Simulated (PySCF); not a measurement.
# Ionisation energy of Hg⁵⁴⁺ by level of theory

Hg⁵⁴⁺ [Ar] 3d8 (3F) → Hg⁵⁵⁺ [Ar] 3d7 (4F), as a difference of total energies. All numbers are calculated (PySCF 2.14, scalar relativity by spin-free X2C-1e, in an uncontracted even-tempered set (17 s from 14 bohr⁻², ratio 2.5; 13 p from 18 bohr⁻², ratio 2.5; 7 d from 18 bohr⁻², ratio 2.5; 4 f from 71 bohr⁻², ratio 2.7; 3 g from 110 bohr⁻², ratio 2.7)). Correlated levels: outer shells: [Ne] frozen; virtual orbitals above 40 to 60 times the deepest correlated orbital energy dropped. The calculations carry no spin-orbit coupling.

| method | ionisation energy (eV) |
| --- | --- |
| UHF | 5375.5 |
| LDA | 5375.0 |
| PBE | 5375.2 |
| PBE0 | 5375.8 |
| r2SCAN | 5377.4 |
| M06-L | 5379.5 |
| BLYP | 5375.2 |
| MP2 (outer shells) | 5377.0 |
| SCS-MP2 (outer shells) | 5376.9 |

Spin-orbit coupling is strong in these open shells (close to jj coupling). The scalar numbers leave it out and a first-order estimate fails, so it can dominate the gap to the real levels.

Breit and QED terms and the two-electron picture change are absent.

For comparison: 5335 ± 5 eV (theoretical estimate listed by NIST; NIST Atomic Spectra Database, ionization energies).
